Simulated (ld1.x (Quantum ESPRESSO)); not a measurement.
**Pseudopotential generation for rhodium: TM, LDA (PZ), scalar-relativistic.**

The input file (ld1.x (Quantum ESPRESSO) 7.5):

```
&input
   title='Rh', zed=45., rel=1, dft='PZ', iswitch=3,
   config='[Kr] 4d8 5s0 5p0',
   nld=3, rlderiv=1.95, eminld=-9.0, emaxld=5.0, deld=0.04
 /
 &inputp
   pseudotype=2, tm=.true., lloc=0,
   nlcc=.true.,
   file_pseudopw='Rh.UPF', file_wfcaegen='ae.wfc', file_wfcncgen='nc.wfc', file_beta='beta', file_chi='chi'
 /
3
4P  2  1   6.00   0.00  1.55  1.55  0.0
4D  3  2   8.00   0.00  1.80  1.80  0.0
4S  1  0   2.00   0.00  1.05  1.05  0.0
 &test
   configts(1)='4s2 4p6 4d8 5s0 5p0'
 /
```

Command:

```bash
ld1.x < Rh.in > Rh.out
```

The program printed (shortened: banner, matrices, multipoles, cross overlaps and the repeated all-electron block are left out):

```
Program LD1 v.7.5
     --------------------------- All-electron run ----------------------------

     Rh
     scalar relativistic calculation

     atomic number is 45.00
     dft =PZ   lsd =0 sic =0 latt =0  beta=0.20 tr2=1.0E-14
     Exchange-correlation= PZ
                           (   1   1   0   0   0   0   0)
     mesh =1233 r(mesh) =  98.82371 a.u. xmin = -7.00 dx = 0.01250
     1 Ry =  13.60569312 eV, c = 137.03599908

     n l     nl                  e(Ry)          e(Ha)          e(eV)
     1 0     1S 1( 2.00)     -1691.7051      -845.8526    -23016.8207
     2 0     2S 1( 2.00)      -245.7972      -122.8986     -3344.2412
     2 1     2P 1( 6.00)      -220.4955      -110.2478     -2999.9943
     3 0     3S 1( 2.00)       -44.3483       -22.1741      -603.3891
     3 1     3P 1( 6.00)       -36.0302       -18.0151      -490.2158
     4 0     4S 1( 2.00)        -6.6375        -3.3187       -90.3073
     4 1     4P 1( 6.00)        -4.2861        -2.1431       -58.3158
     3 2     3D 1(10.00)       -22.6856       -11.3428      -308.6531
     4 2     4D 1( 8.00)        -1.0179        -0.5090       -13.8496
     5 0     5S 1( 0.00)        -0.8171        -0.4085       -11.1171
     5 1     5P 1( 0.00)        -0.4658        -0.2329        -6.3376

     final scf error:  9.5E-15 reached in  38 iterations

     Etot =   -9558.426993 Ry,   -4779.213496 Ha, -130049.024402 eV

     Ekin =    9896.575165 Ry,    4948.287583 Ha,  134649.764670 eV
     Encl =  -23056.375107 Ry,  -11528.187553 Ha, -313697.964229 eV
     Eh   =    3868.683532 Ry,    1934.341766 Ha,   52636.120923 eV
     Exc  =    -267.310583 Ry,    -133.655292 Ha,   -3636.945767 eV

     normalization and overlap integrals

     s(1S/1S) =  1.000000  <r> =   0.0327  <r2> =    0.0014  r(max) =   0.0211
     s(2S/2S) =  1.000000  <r> =   0.1421  <r2> =    0.0238  r(max) =   0.1201
     s(2P/2P) =  1.000000  <r> =   0.1238  <r2> =    0.0187  r(max) =   0.0959
     s(3S/3S) =  1.000000  <r> =   0.3914  <r2> =    0.1753  r(max) =   0.3520
     s(3P/3P) =  1.000000  <r> =   0.3910  <r2> =    0.1777  r(max) =   0.3433
     s(4S/4S) =  1.000000  <r> =   0.9798  <r2> =    1.0894  r(max) =   0.8766
     s(4P/4P) =  1.000000  <r> =   1.0818  <r2> =    1.3442  r(max) =   0.9449
     s(3D/3D) =  1.000000  <r> =   0.3707  <r2> =    0.1643  r(max) =   0.2918
     s(4D/4D) =  1.000000  <r> =   1.5478  <r2> =    2.9353  r(max) =   1.1541
     s(5S/5S) =  1.000000  <r> =   2.9226  <r2> =    9.6947  r(max) =   2.5051
     s(5P/5P) =  1.000000  <r> =   3.7533  <r2> =   16.1212  r(max) =   3.1372

     ------------------------ End of All-electron run ------------------------

     --------------------- Generating NC pseudopotential ---------------------

      Generating local pot.: lloc=0, matching radius rcloc =   1.0500

      Computing core charge for nlcc:

       r > 0.64 : true rho core
       r < 0.64 : rho core = a sin(br)/r    a=  36.47  b=   4.22

      Integrated core pseudo-charge :   7.03

      Wfc   4P  rcut= 1.558  Using Troullier-Martins method

      Wfc   4D  rcut= 1.810  Using Troullier-Martins method

     ------------------- End of pseudopotential generation -------------------

     Computing logarithmic derivative in   1.93887
     Computing logarithmic derivative in   1.93887
     Computing the partial wave expansion
       no projector for channel:   0
     R is outside the sphere for l=    1 j= 0.00
     R is outside the sphere for l=    2 j= 0.00

     ---------------------- Testing the pseudopotential ----------------------

     Rh
     scalar relativistic calculation

     atomic number is 45.00   valence charge is 17.00
     dft =PZ   lsd =0 sic =0 latt =0  beta=0.20 tr2=1.0E-14
     mesh =1233 r(mesh) =  98.82371 xmin = -7.00 dx = 0.01250

     n l     nl             e AE (Ry)        e PS (Ry)    De AE-PS (Ry)
     1 0     4S   1( 2.00)       -6.63746       -6.63758        0.00011
     2 1     4P   1( 6.00)       -4.28613       -4.28614        0.00001
     3 2     4D   1( 8.00)       -1.01793       -1.01793        0.00000
     2 0     5S   1( 0.00)       -0.81710       -0.82504        0.00794  !
     3 1     5P   1( 0.00)       -0.46580       -0.47373        0.00793  !

     eps = 9.6E-15  iter = 13

     Etot =   -9558.426993 Ry,   -4779.213496 Ha, -130049.024402 eV
     Etotps =  -239.455650 Ry,    -119.727825 Ha,   -3257.960094 eV

     Ekin =      78.150182 Ry,      39.075091 Ha,    1063.287390 eV
     Encl =    -446.752954 Ry,    -223.376477 Ha,   -6078.383599 eV
     Ehrt =     179.466905 Ry,      89.733453 Ha,    2441.771641 eV
     Ecxc =     -43.552467 Ry,     -21.776234 Ha,    -592.561502 eV
     (Ecc =     -18.594285 Ry,      -9.297142 Ha,    -252.988134 eV)
     Epseu=      -6.767316 Ry,      -3.383658 Ha,     -92.074024 eV

     ---------------------- End of pseudopotential test ----------------------
```

Generation and configuration tests took about 3.3 s on one core of a shared server CPU.

Transferability test of the new file with ld1.x, input:

```
&input
   title='Rh', zed=45., rel=1, dft='PZ', iswitch=2,
   config='[Kr] 4d8 5s0 5p0'
 /
 &test
   file_pseudo='Rh.UPF', nconf=10,
   configts(1)='4s2 4p6 4d8 5s0 5p0',
   configts(2)='4s2 4p6 4d8 5s1 5p0',
   configts(3)='4s2 4p6 4d7 5s0 5p0',
   configts(4)='4s2 4p6 4d6 5s0 5p0',
   configts(5)='4s2 4p5 4d8 5s1 5p0',
   configts(6)='4s2 4p6 4d5 5s0 5p0',
   configts(7)='4s2 4p6 4d8.5 5s0.5 5p0',
   configts(8)='4s2 4p6 4d7 5s2 5p0',
   configts(9)='4s2 4p6 4d8 5s0 5p0', lsdts(9)=1,
   configts(10)='4s2 4p6 4d8 5s1 5p0', lsdts(10)=1
 /
```

```bash
ld1.x < Rh.test.in > Rh.test.out
```

Pseudopotential blocks of its output, shortened (energy terms left out):

```
     ---------------------- Testing the pseudopotential ----------------------

     n l     nl             e AE (Ry)        e PS (Ry)    De AE-PS (Ry)
     1 0     4S   1( 2.00)       -6.63746       -6.63758        0.00011
     2 1     4P   1( 6.00)       -4.28613       -4.28614        0.00001
     3 2     4D   1( 8.00)       -1.01793       -1.01793        0.00000
     2 0     5S   1( 0.00)       -0.81710       -0.82504        0.00794  !
     3 1     5P   1( 0.00)       -0.46580       -0.47373        0.00793  !

     eps = 5.5E-15  iter = 13

     Etot =   -9558.426993 Ry,   -4779.213496 Ha, -130049.024402 eV
     Etotps =  -239.455653 Ry,    -119.727826 Ha,   -3257.960126 eV

     ---------------------- End of pseudopotential test ----------------------

          ---------------------- Testing the pseudopotential ----------------------

     n l     nl             e AE (Ry)        e PS (Ry)    De AE-PS (Ry)
     1 0     4S   1( 2.00)       -6.06756       -6.06345       -0.00412
     2 1     4P   1( 6.00)       -3.71402       -3.71007       -0.00394
     3 2     4D   1( 8.00)       -0.45179       -0.44872       -0.00307
     2 0     5S   1( 1.00)       -0.33756       -0.34176        0.00420
     3 1     5P   1( 0.00)       -0.07139       -0.07358        0.00219

     eps = 9.0E-15  iter = 15

     Etot =   -9558.999637 Ry,   -4779.499819 Ha, -130056.815626 eV
     Etotps =  -240.034377 Ry,    -120.017189 Ha,   -3265.834074 eV
     dEtot_ae =      -0.572644 Ry
     dEtot_ps =      -0.578725 Ry,   Delta E=       0.006080 Ry

     ---------------------- End of pseudopotential test ----------------------

          ---------------------- Testing the pseudopotential ----------------------

     n l     nl             e AE (Ry)        e PS (Ry)    De AE-PS (Ry)
     1 0     4S   1( 2.00)       -7.60989       -7.60857       -0.00132
     2 1     4P   1( 6.00)       -5.24647       -5.24554       -0.00093
     3 2     4D   1( 7.00)       -1.91002       -1.90960       -0.00042
     2 0     5S   1( 0.00)       -1.47044       -1.48239        0.01195  !
     3 1     5P   1( 0.00)       -1.02381       -1.04063        0.01682  !

     eps = 3.4E-15  iter = 14

     Etot =   -9556.974135 Ry,   -4778.487068 Ha, -130029.257266 eV
     Etotps =  -238.002865 Ry,    -119.001432 Ha,   -3238.193942 eV
     dEtot_ae =       1.452858 Ry
     dEtot_ps =       1.452788 Ry,   Delta E=       0.000070 Ry

     ---------------------- End of pseudopotential test ----------------------

          ---------------------- Testing the pseudopotential ----------------------

     n l     nl             e AE (Ry)        e PS (Ry)    De AE-PS (Ry)
     1 0     4S   1( 2.00)       -8.71500       -8.71067       -0.00433
     2 1     4P   1( 6.00)       -6.33367       -6.33077       -0.00290
     3 2     4D   1( 6.00)       -2.91996       -2.91804       -0.00192
     2 0     5S   1( 0.00)       -2.20387       -2.22085        0.01699  !
     3 1     5P   1( 0.00)       -1.67181       -1.70240        0.03059  !

     eps = 1.2E-15  iter =  9

     Etot =   -9554.568147 Ry,   -4777.284073 Ha, -129996.522126 eV
     Etotps =  -235.597710 Ry,    -117.798855 Ha,   -3205.470137 eV
     dEtot_ae =       3.858846 Ry
     dEtot_ps =       3.857943 Ry,   Delta E=       0.000903 Ry

     ---------------------- End of pseudopotential test ----------------------

          ---------------------- Testing the pseudopotential ----------------------

     n l     nl             e AE (Ry)        e PS (Ry)    De AE-PS (Ry)
     1 0     4S   1( 2.00)       -7.04114       -7.03886       -0.00228
     2 1     4P   1( 5.00)       -4.66521       -4.66420       -0.00101
     3 2     4D   1( 8.00)       -1.30784       -1.30274       -0.00510  !
     2 0     5S   1( 1.00)       -0.92843       -0.93668        0.00825  !
     3 1     5P   1( 0.00)       -0.54468       -0.55517        0.01049  !

     eps = 8.1E-15  iter = 11

     Etot =   -9554.828363 Ry,   -4777.414181 Ha, -130000.062544 eV
     Etotps =  -235.863352 Ry,    -117.931676 Ha,   -3209.084384 eV
     dEtot_ae =       3.598630 Ry
     dEtot_ps =       3.592301 Ry,   Delta E=       0.006329 Ry

     ---------------------- End of pseudopotential test ----------------------

          ---------------------- Testing the pseudopotential ----------------------

     n l     nl             e AE (Ry)        e PS (Ry)    De AE-PS (Ry)
     1 0     4S   1( 2.00)       -9.92624       -9.91654       -0.00970  !
     2 1     4P   1( 6.00)       -7.52205       -7.51552       -0.00653  !
     3 2     4D   1( 5.00)       -4.02660       -4.02123       -0.00538  !
     2 0     5S   1( 0.00)       -3.00439       -3.02746        0.02307  !
     3 1     5P   1( 0.00)       -2.39389       -2.44521        0.05132  !

     eps = 4.8E-15  iter = 10

     Etot =   -9551.102666 Ry,   -4775.551333 Ha, -129949.371864 eV
     Etotps =  -232.135310 Ry,    -116.067655 Ha,   -3158.361797 eV
     dEtot_ae =       7.324327 Ry
     dEtot_ps =       7.320342 Ry,   Delta E=       0.003984 Ry

     ---------------------- End of pseudopotential test ----------------------

          ---------------------- Testing the pseudopotential ----------------------

     n l     nl             e AE (Ry)        e PS (Ry)    De AE-PS (Ry)
     1 0     4S   1( 2.00)       -5.95117       -5.94962       -0.00155
     2 1     4P   1( 6.00)       -3.60191       -3.60032       -0.00159
     3 2     4D   1( 8.50)       -0.36324       -0.36184       -0.00141
     2 0     5S   1( 0.50)       -0.30249       -0.30698        0.00449
     3 1     5P   1( 0.00)       -0.05340       -0.05546        0.00206

     eps = 4.4E-15  iter = 14

     Etot =   -9559.043158 Ry,   -4779.521579 Ha, -130057.407756 eV
     Etotps =  -240.074562 Ry,    -120.037281 Ha,   -3266.380821 eV
     dEtot_ae =      -0.616165 Ry
     dEtot_ps =      -0.618910 Ry,   Delta E=       0.002745 Ry

     ---------------------- End of pseudopotential test ----------------------

          ---------------------- Testing the pseudopotential ----------------------

     n l     nl             e AE (Ry)        e PS (Ry)    De AE-PS (Ry)
     1 0     4S   1( 2.00)       -6.32740       -6.31667       -0.01072  !
     2 1     4P   1( 6.00)       -3.96311       -3.95326       -0.00986  !
     3 2     4D   1( 7.00)       -0.64932       -0.64201       -0.00731  !
     2 0     5S   1( 2.00)       -0.40993       -0.41369        0.00375
     3 1     5P   1( 0.00)       -0.10716       -0.11010        0.00294

     eps = 2.4E-15  iter = 12

     Etot =   -9558.824640 Ry,   -4779.412320 Ha, -130054.434673 eV
     Etotps =  -239.868518 Ry,    -119.934259 Ha,   -3263.577440 eV
     dEtot_ae =      -0.397648 Ry
     dEtot_ps =      -0.412865 Ry,   Delta E=       0.015217 Ry

     ---------------------- End of pseudopotential test ----------------------

          ---------------------- Testing the pseudopotential ----------------------

     n l     nl             e AE (Ry)        e PS (Ry)    De AE-PS (Ry)
     1 0     4S   1( 1.00)       -6.67574       -6.67769        0.00195
     2 1     4P   1( 3.00)       -4.32588       -4.32658        0.00070
     3 2     4D   1( 5.00)       -1.05520       -1.05647        0.00126
     2 0     5S   1( 0.00)       -0.83393       -0.84200        0.00807  !
     3 1     5P   1( 0.00)       -0.47545       -0.48357        0.00812  !
     1 0     4S   2( 1.00)       -6.58873       -6.58620       -0.00253
     2 1     4P   2( 3.00)       -4.23603       -4.23466       -0.00137
     3 2     4D   2( 3.00)       -0.97187       -0.97012       -0.00174
     2 0     5S   2( 0.00)       -0.79633       -0.80400        0.00767  !
     3 1     5P   2( 0.00)       -0.45380       -0.46140        0.00761  !

     eps = 9.1E-15  iter = 13

     Etot =   -9558.468599 Ry,   -4779.234300 Ha, -130049.590490 eV
     Etotps =  -239.498772 Ry,    -119.749386 Ha,   -3258.546792 eV
     dEtot_ae =      -0.041607 Ry
     dEtot_ps =      -0.043119 Ry,   Delta E=       0.001512 Ry

     ---------------------- End of pseudopotential test ----------------------

          ---------------------- Testing the pseudopotential ----------------------

     n l     nl             e AE (Ry)        e PS (Ry)    De AE-PS (Ry)
     1 0     4S   1( 1.00)       -6.10043       -6.09821       -0.00222
     2 1     4P   1( 3.00)       -3.74880       -3.74569       -0.00311
     3 2     4D   1( 5.00)       -0.48855       -0.48682       -0.00173
     2 0     5S   1( 1.00)       -0.36465       -0.36898        0.00433
     3 1     5P   1( 0.00)       -0.08633       -0.08878        0.00246
     1 0     4S   2( 1.00)       -6.01304       -6.00623       -0.00680  !
     2 1     4P   2( 3.00)       -3.65744       -3.65200       -0.00544  !
     3 2     4D   2( 3.00)       -0.39343       -0.38861       -0.00482
     2 0     5S   2( 0.00)       -0.29272       -0.29686        0.00414
     3 1     5P   2( 0.00)       -0.04481       -0.04676        0.00194

     eps = 6.8E-15  iter = 15

     Etot =   -9559.064571 Ry,   -4779.532285 Ha, -130057.699090 eV
     Etotps =  -240.100932 Ry,    -120.050466 Ha,   -3266.739594 eV
     dEtot_ae =      -0.637578 Ry
     dEtot_ps =      -0.645279 Ry,   Delta E=       0.007701 Ry

     ---------------------- End of pseudopotential test ----------------------
```
